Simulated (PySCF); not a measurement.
# Working out the ionisation energy of As²⁺

As²⁺ [Ar] 3d10 4s2 4p1 (2P) → As³⁺ [Ar] 3d10 4s2 (1S). Computed with PySCF 2.14 in aug-cc-pVDZ-DK (6s5p3d, 36 functions), with the spin-free X2C one-electron Hamiltonian (Gaussian nucleus). Frozen: [Ar] 3d10. Energies in hartree (1 hartree = 27.21139 eV):

| part | As²⁺ (lower) | As³⁺ (upper) |
| --- | --- | --- |
| UHF | -2257.910443 | -2256.900779 |
| CCSD correlation | -0.048441 | -0.039983 |
| (T) | -0.000408 | 0.000000 |

Q: What does Hartree-Fock give?

A: (-2256.900779) − (-2257.910443) = 1.009664 hartree = 27.474 eV.

Q: What do CCSD and CCSD(T) give?

A: The CCSD correlation energies differ by 0.008458 hartree = 0.230 eV and the triples by 0.000408 hartree = 0.011 eV, so CCSD gives 27.704 eV and CCSD(T) 27.715 eV.

A first-order spin-orbit estimate adds 0.216 eV to CCSD(T) (valence), giving 27.931 eV against 28.349 ± 0.012 eV (measured; NIST Atomic Spectra Database, ionization energies).

A double-zeta basis recovers only part of the correlation energy.

What remains against the reference includes basis incompleteness, the frozen core and higher excitations.
